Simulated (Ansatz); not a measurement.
The cluster Al₂Si₂ (the lowest singlet isomer of a short search) was relaxed with PBE-D4 (def2-TZVP) in Ansatz in these states: neutral quintet, neutral singlet, neutral triplet. The geometries follow in no particular order.

A:

Cartesian coordinates in Å:
```
Al 0.593 1.231 -0.391
Al -0.594 -1.231 0.392
Si 1.846 -0.735 0.486
Si -1.846 0.735 -0.487
```

B:

Cartesian coordinates in Å:
```
Al 0.126 -0.353 1.416
Al -0.504 0.013 -1.376
Si 1.371 -1.196 -0.466
Si -0.994 1.536 0.425
```

C:

```
atom   x (Å)   y (Å)   z (Å)
 Al1   0.392   0.953   0.635
 Al2  -0.388  -0.953  -0.638
 Si3  -1.265   1.305  -1.180
 Si4   1.261  -1.306   1.183
```

Q: Judge from the bond lengths which geometry belongs to which state (an estimate).

A: A is the neutral quintet (Al1–Al2 2.844 Å, Al1–Si4 2.491 Å, Al2–Si3 2.491 Å); B is the neutral triplet (Al1–Al2 2.886 Å, Al1–Si4 2.409 Å, Al2–Si3 2.409 Å); C is the neutral singlet (Al1–Al2 2.421 Å, Al1–Si4 2.482 Å, Al2–Si3 2.482 Å).

At PBE0-D4/def2-TZVP a triplet lies 0.59 eV below the neutral quintet. At PBE0-D4/def2-TZVP a triplet lies 0.32 eV below the neutral singlet. These are the stationary points nearest to one start from a short search; other shapes may lie lower in each state.
